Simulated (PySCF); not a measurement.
Co²⁺ (cobalt, charge +2) across methods

[Ar] 3d6 4p1, one real determinant (an excited configuration). All numbers are calculated (PySCF 2.14, scalar relativity by spin-free X2C-1e, in x2c-QZVPPall with one added diffuse shell each of s, p, d, f, g type (12s8p6d5f3g, 128 functions)). The B2PLYP total includes its PT2 part (frozen core); its orbital energies are those of the SCF part.

```
 method  E (hartree)  mean ε 3d α (eV)  mean ε 3d β (eV)  mean ε 4p α (eV)  Σ⟨r²⟩ (bohr²)   ⟨S²⟩
    UHF  -1390.69591           -47.849           -41.821           -20.598          21.82  8.753
 B2PLYP    -1391.629           -42.527           -37.719           -19.493          21.61  8.752
    LDA    -1389.207           -36.672           -32.432           -18.295          21.42  8.751
    PBE    -1391.652           -36.410           -32.500           -18.218          21.50  8.751
LC-wPBE    -1391.709           -41.824           -37.867           -21.265          21.47  8.751
 PBEsol    -1390.389           -36.414           -32.304           -18.191          21.46  8.751
   PBE0    -1391.686           -39.467           -35.107           -18.926          21.51  8.751
 r2SCAN    -1391.879           -37.015           -32.695           -18.350          21.41  8.751
```

⟨L²⟩ = 8.01 against 12 for a pure F term, so this real determinant mixes terms.
